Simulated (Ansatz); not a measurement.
Ansatz (a quantum-chemistry and plane-wave program) input:

Ansatz 0.2 input:
```yaml
crystal:
  periodic: [false, false, false]
  atoms:
    - {symbol: C, position_ang: [3.03682374, -0.25154550, 0.60297705]}
    - {symbol: C, position_ang: [1.67618112, 0.36681161, 0.29024307]}
    - {symbol: C, position_ang: [0.83134076, -0.48763576, -0.66273923]}
    - {symbol: Si, position_ang: [-0.84162323, 0.26033639, -1.09431991]}
    - {symbol: C, position_ang: [-1.86560903, 0.59775954, 0.44999780]}
    - {symbol: C, position_ang: [-2.09550279, -0.64278199, 1.32228942]}
    - {symbol: H, position_ang: [2.92092918, -1.23356901, 1.06793334]}
    - {symbol: H, position_ang: [3.61573034, 0.37573954, 1.28417897]}
    - {symbol: H, position_ang: [3.62284434, -0.38589701, -0.30927262]}
    - {symbol: H, position_ang: [1.82110733, 1.36183085, -0.14238719]}
    - {symbol: H, position_ang: [1.12942238, 0.52314847, 1.22521502]}
    - {symbol: H, position_ang: [0.66945112, -1.47925720, -0.22608989]}
    - {symbol: H, position_ang: [1.38235639, -0.65987173, -1.59361199]}
    - {symbol: H, position_ang: [-0.63787483, 1.53275209, -1.83750439]}
    - {symbol: H, position_ang: [-1.58374374, -0.67562613, -1.98117155]}
    - {symbol: H, position_ang: [-2.82488599, 1.02201229, 0.13833212]}
    - {symbol: H, position_ang: [-1.36889921, 1.38002239, 1.03232040]}
    - {symbol: H, position_ang: [-2.71070492, -0.41332188, 2.19493679]}
    - {symbol: H, position_ang: [-1.15216257, -1.05429459, 1.68770536]}
    - {symbol: H, position_ang: [-2.60024748, -1.43402499, 0.76328576]}
basis:
  gaussian:
    orbitals: cc-pVTZ-DK
magnetization: {spin_polarized: false}
correlation: {method: ccsd_t, electrons: outside_noble_gas}
```

Which total energy does the run end on?

-488.33193 Eh (X2C-CCSD(T)/cc-pVTZ-DK). The basis has 380 functions.
